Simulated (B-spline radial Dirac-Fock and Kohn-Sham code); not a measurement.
# Internal conversion coefficients of Pd at 229 keV

Z = 46 (palladium), transition energy 229 keV. Model: a Dirac-Hartree-Slater potential of the neutral atom with a Latter tail (no hole, which puts coefficients of high multipoles low close above an edge), finite nucleus with surface currents. Program: a radial B-spline solver. Subshells that would emit electrons below 1 keV are left out.

Input of the calculation (task.json; shells as n, l, electrons):

```json
{"items": [{
  "Z": 46,
  "q": 0,
  "cfg": [[1, 0, 2], [2, 0, 2], [2, 1, 6], [3, 0, 2], [3, 1, 6], [3, 2, 10], [4, 0, 2], [4, 1, 6], [4, 2, 10]],
  "A": 106,
  "rrms": 4.5318,
  "do": "conversion",
  "gamma": [229.0],
  "edges": {"K": 24350.0, "L1": 3604.0, "L2": 3330.0, "L3": 3173.0, "M1": 671.6, "M2": 559.9, "M3": 532.3, "M4": 340.5, "M5": 335.2, "N1": 87.1}
}]}
```

Run with: `python xray2_run.py task.json out`

| subshell | electron energy (keV) | E2 | E3 | E5 | M3 | M5 |
| --- | --- | --- | --- | --- | --- | --- |
| K | 204.65 | 0.0626 | 0.265 | 4.33 | 0.839 | 17.7 |
| L1 | 225.40 | 0.00638 | 0.0262 | 0.418 | 0.117 | 3.11 |
| L2 | 225.67 | 0.00160 | 0.0229 | 1.90 | 0.0160 | 0.783 |
| L3 | 225.83 | 0.00161 | 0.0189 | 1.35 | 0.0213 | 2.21 |
| M1 | 228.33 | 0.00119 | 0.00487 | 0.0782 | 0.0228 | 0.622 |
| M2 | 228.44 | 0.000321 | 0.00463 | 0.389 | 0.00326 | 0.162 |
| M3 | 228.47 | 0.000324 | 0.00385 | 0.277 | 0.00440 | 0.470 |
| M4 | 228.66 | 1.05e-06 | 1.67e-05 | 0.00829 | 3.35e-05 | 0.00650 |
| M5 | 228.66 | 1.11e-06 | 1.74e-05 | 0.00615 | 8.80e-06 | 0.00573 |
| N1 | 228.91 | 0.000221 | 0.000908 | 0.0146 | 0.00428 | 0.118 |
| N2 | 228.94 | 5.35e-05 | 0.000773 | 0.0651 | 0.000544 | 0.0270 |
| N3 | 228.95 | 5.34e-05 | 0.000634 | 0.0458 | 0.000728 | 0.0782 |
| N4 | 228.99 | 1.04e-07 | 1.65e-06 | 0.000825 | 3.33e-06 | 0.000648 |
| N5 | 228.99 | 1.07e-07 | 1.69e-06 | 0.000598 | 8.56e-07 | 0.000559 |
| total |  | 0.0744 | 0.348 | 8.88 | 1.03 | 25.3 |

**Question.** For a pure E5 transition, what fraction of decays emits a photon?

**Answer.** 1/(1 + α) = 0.101 with the total α = 8.88.
